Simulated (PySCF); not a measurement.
C2H12OSi3, SMILES C[C@@H]([SiH3])O[SiH2][SiH3].

Coordinates come from a B3LYP-D3(BJ)/def2-SVP optimisation. The structure was generated by enumeration; whether it is a known compound was not checked. The values are those of a single conformer.

Level of theory: TDA-ωB97X/def2-SVPD (PySCF).

Vertical excitations. 

**Question.** Estimate the UV-visible absorptions. (Estimate from the structure and the level; the computed values follow.)

**Answer.** 
```tsv
state	energy (eV)	λ (nm)	f	main pairs
S1	6.59	188	0.021	HOMO→LUMO 78 %
S2	7.14	174	0.014	HOMO−1→LUMO 69 %
S3	7.39	168	0.027	HOMO→LUMO+3 78 %
S4	7.66	162	0.004	HOMO→LUMO+1 59 %, HOMO−2→LUMO 26 %
S5	7.82	158	0.020	HOMO−2→LUMO 39 %, HOMO→LUMO+1 20 %, HOMO−1→LUMO+1 9 %, HOMO→LUMO+5 7 %
S6	8.01	155	0.006	HOMO→LUMO+5 30 %, HOMO−1→LUMO+1 17 %, HOMO→LUMO+7 11 %, HOMO−2→LUMO 7 %
T1	5.85	212	0	HOMO→LUMO 77 %
T2	6.48	191	0	HOMO→LUMO+3 75 %
```
Triplets are in the Tamm–Dancoff approximation.
